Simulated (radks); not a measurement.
The numbers below are computed, except where a source is named.
Spherical quantum dot in the effective-mass picture: electrons in a well V = -V0 / (1 + exp((r - R)/a)) with V0 = 12.3, R = 3.18, a = 0.36, all in effective atomic units (hartree* = m*/eps^2 hartree, bohr* = eps/m* bohr), one dielectric constant everywhere. Level of theory: non-relativistic Kohn-Sham, PBE, spin-polarised, spherical densities (a radial shooting solver with Libxc functionals). Levels are named by radial order and angular momentum (1s, 1p, 1d, 2s, ...), and open shells are averaged over m. Results are scaled to m* = 0.184 and eps = 6.6, for which hartree* = 114.9 meV and bohr* = 1.898 nm.

N = 9, configuration 1s2 1p6 1d(up 1, down 0). This is the lowest configuration that the search found. Occupied and some empty levels:

level    occupation  eigenvalue (meV)  <r> (nm)
1s up             1           -851.41     3.181
1s down           1           -848.91     3.160
1p up             3           -798.95     3.581
1p down           3           -795.69     3.571
1d up             1           -725.28     3.879
1d down           0           -721.60     3.875
2s up             0           -661.26     2.999
2s down           0           -659.84     3.008
1f up             0           -634.95     4.123
1f down           0           -631.06     4.123
2p up             0           -556.27     3.462
2p down           0           -554.53     3.465

Energy (meV): total -9341.08, kinetic 900.93, external -12063, Hartree 2263.3, exchange-correlation -441.92.

Electron density:

r (nm)  n(r) (e/nm^3)
0.146        0.008455
0.513        0.009456
0.880         0.01152
1.25          0.01450
1.61          0.01807
1.98          0.02175
2.35          0.02489
2.71          0.02676
3.08          0.02666
3.45          0.02427
3.82          0.01978
4.18          0.01414
4.55         0.008675
4.91         0.004495
5.28         0.001942
5.65        0.0007010
6.02        0.0002112
6.38       0.00005420
6.75       0.00001221
7.12        2.524e-06
